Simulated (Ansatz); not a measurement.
```yaml
crystal:
  periodic: [false, false, false]
  atoms:
    - {symbol: C, position_ang: [1.088302, 0.907868, 0.495084]}
    - {symbol: C, position_ang: [-0.144298, 0.665826, 0.066107]}
    - {symbol: F, position_ang: [-1.000520, 1.713248, -0.025514]}
    - {symbol: In, position_ang: [-0.889393, -1.275417, -0.494696]}
    - {symbol: H, position_ang: [1.416642, 1.906738, 0.767609]}
    - {symbol: H, position_ang: [1.794857, 0.092288, 0.578757]}
    - {symbol: H, position_ang: [0.246535, -2.561331, -0.362506]}
    - {symbol: H, position_ang: [-2.512135, -1.449230, -1.024840]}
basis:
  gaussian: {orbitals: x2c-TZVPPall}
magnetization: {spin_polarized: true, initial_magnetization: 8}
hamiltonian: {xc: {name: revPBE0}}
output: {forces: true}
```

```sh
$ ansatz run in.yaml --threads 2 --pin off --events-out ev --progress --plain --max-ram 4352MiB
```

It prints (some lines left out):

```
Functional definition: revPBE0
1434 factors; their error is unknown
mean field evaluation 1: about -164845.1704 eV, gradient 5.4e1 eV
mean field evaluation 2: about -164764.9037 eV, gradient 1.2e2 eV
mean field evaluation 4: about -164853.8372 eV, gradient 3.5e1 eV
mean field evaluation 8: about -164861.5038 eV, gradient 1.9e0 eV
mean field evaluation 16: about -164862.0148 eV, gradient 3.1e-1 eV
mean field evaluation 32: about -164862.0158 eV, gradient 1.8e-5 eV
mean field -164862.01580998 eV, -6058.5673335290 hartree, gradient 1.1e-5 eV, S^2 20.010764; 3 other end points of the search recorded, 0 dependent functions left out
reference -164862.01585912 eV, -6058.5673353349 hartree; 41, 33 occupied and 168, 176 virtual orbitals, 1434 factors
Total energy: -164862.01585912 eV, -6058.5673353349 hartree
Relativity: scalar
Atom 0 at     1.088302     0.907868     0.495084 Å, force     8.850622     0.922998     2.943260 eV/Å
Atom 1 at    -0.144298     0.665826     0.066107 Å, force    -7.224340     6.533239    -1.172882 eV/Å
Atom 2 at    -1.000520     1.713248    -0.025514 Å, force     0.413639    -1.783361    -0.175973 eV/Å
Atom 3 at    -0.889393    -1.275417    -0.494696 Å, force    -1.268506    -2.311149    -0.787376 eV/Å
Atom 4 at     1.416642     1.906738     0.767609 Å, force    -0.071320    -0.076847    -0.034104 eV/Å
Atom 5 at     1.794857     0.092288     0.578757 Å, force     0.244930    -0.098315     0.059443 eV/Å
Atom 6 at     0.246535    -2.561331    -0.362506 Å, force     4.016199    -3.363938     0.666488 eV/Å
Atom 7 at    -2.512135    -1.449230    -1.024840 Å, force    -4.961224     0.177373    -1.498855 eV/Å
Dipole moment:     0.460143     0.730029     0.267356 e Å
```

In this input the spin is set far too high for this molecule. The run converged. The result belongs to that input, not to the molecule as meant.
